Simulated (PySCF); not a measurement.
Calculation: PBE0-D3(BJ)/def2-TZVP (PySCF 2.14.0). Gas-phase values, no solvent. 

Reference species (SMILES): `N[C][SiH3]` (lower singlet) (neutral, multiplicity 1).

| Item | Value |
|---|---|
| dipole moment | 3.10 D |

Changed species: `N[C]N` (lower singlet) (X = amino, multiplicity 1; the reference has X = silyl, multiplicity 1).

**Question.** What does the change do to the dipole moment?

**Answer.** the dipole moment drops by 0.20 D, to 2.90 D.
